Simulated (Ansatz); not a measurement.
Species: [Cd(H)2] (charge 0, multiplicity 1).

Give a relaxed geometry from r2SCAN-D4/def2-SVP run with Ansatz (a quantum-chemistry and plane-wave program).

the end point of this relaxation.
Cartesian coordinates (Å) in one orientation:
```xyz
3

Cd     0.000     0.000     0.000
H     -1.010     1.002     0.878
H      1.010    -1.002    -0.878
```
